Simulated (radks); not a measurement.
Results of a calculation; reference values are marked as such.
Ionisation of neutral neodymium, [Xe] 4f4 6s2, to [Xe] 4f4 6s1 as the strength of local exchange is varied. Level of theory: Dirac Kohn-Sham, Slater X-alpha exchange (alpha = 2/3 is LDA exchange), no correlation, spin-unpolarised, spherical densities, finite nucleus; open shells fill j = l - 1/2 first; Fermi nuclear charge, rms radius 4.9123 fm (a radial shooting solver on a logarithmic mesh with Libxc functionals).

alpha  E(Nd) (hartree)  exchange (hartree)  IE (eV)  -e of the level emptied (eV)  <r> of it (bohr)
0.667       -9616.7302           -210.3052    5.158                 2.845 (6s1/2)             4.510
0.734       -9637.8793           -231.9560    5.451                 3.108 (6s1/2)             4.430
0.831       -9668.5827           -263.4626    5.902                 3.520 (6s1/2)             4.313
0.983       -9716.8945           -313.2191    6.657                 4.221 (6s1/2)             4.138
x           -9691.1193           -286.6456    6.248                 3.840 (6s1/2)             4.229

Which alpha was used in the last row?

Answer. alpha = 0.902. NIST Atomic Spectra Database: 5.525 eV (measured). The Delta-SCF value meets it near alpha = 0.75. Spin polarisation and multiplet splitting are left out, so open shells lie too high by an amount that depends on their filling.

Beside tabulated values, note that spin-unpolarised runs miss the spin-polarisation part of the exchange energy of open shells.
